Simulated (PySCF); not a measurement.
A structure optimised at GFN2-xTB (Å):
```
atom  x, y, z in Å
C1    -2.4118   -0.8483   -0.0229
C2    -1.2133   -0.6048   -0.9456
C3    -0.4747    0.6505   -0.5732
C4    -0.7876    1.8897   -1.0974
P5     0.1893    3.1814   -0.4543
C6     1.0233    2.0179    0.5390
C7     0.5644    0.7255    0.3749
C8     1.1591   -0.4478    1.1021
C9     2.2834   -1.1053    0.2957
H10   -2.9352   -1.7721   -0.2826
H11   -3.1108   -0.0175   -0.0993
H12   -2.0815   -0.9147    1.0123
H13   -0.5454   -1.4712   -0.8970
H14   -1.5765   -0.5247   -1.9766
H15   -1.5579    2.0596   -1.8392
H16    1.8179    2.2985    1.2189
H17    1.5681   -0.1111    2.0612
H18    0.3899   -1.1976    1.3151
H19    2.7150   -1.9546    0.8316
H20    3.0708   -0.3800    0.0996
H21    1.9045   -1.4563   -0.6627
```

Charge -1, singlet.

Question: Read off the bonds between heavy atoms and their formal orders.

Answer: C1–C2 1.53 Å (single); C2–C3 1.50 Å (single); C3–C4 1.38 Å (aromatic); C4–P5 1.74 Å (aromatic); P5–C6 1.74 Å (aromatic); C6–C7 1.38 Å (aromatic); C7–C8 1.50 Å (single); C8–C9 1.53 Å (single); C3–C7 1.41 Å (aromatic). Bonds to hydrogen (Å): C1–H10 1.09; C1–H11 1.09; C1–H12 1.09; C2–H13 1.10; C2–H14 1.10; C4–H15 1.08; C6–H16 1.08; C8–H17 1.10; C8–H18 1.10; C9–H19 1.09; C9–H20 1.09; C9–H21 1.09. The orders are those of one drawing; other resonance forms can be drawn.

Question: Write the SMILES.

Answer: `CCc1c[p-]cc1CC`, [C8H12P]-.

Question: Which rings does it hold (smallest set)?

Answer: C3–C4–P5–C6–C7 (5 members, 0.00 Å rms from planarity).

Question: Classify the heavy atoms.

Answer: C1/C9: methyl carbon; C2/C8: benzylic-type carbon; C3/C7: substituted aromatic carbon; C4/C6: aromatic CH carbon; P5: phosphorus bonded to 2 C.

Question: What is the arrangement about C4?

Answer: It has 3 neighbours (C3, P5, H15) and is planar (angles 124.2°, 122.4° and 113.4°, sum 360.0°, 0.00 Å off the plane of its three neighbours).

Question: What is the arrangement about P5?

Answer: It has 2 neighbours (C4, C6) and is bent (angle 89.1°).

These are computed values.
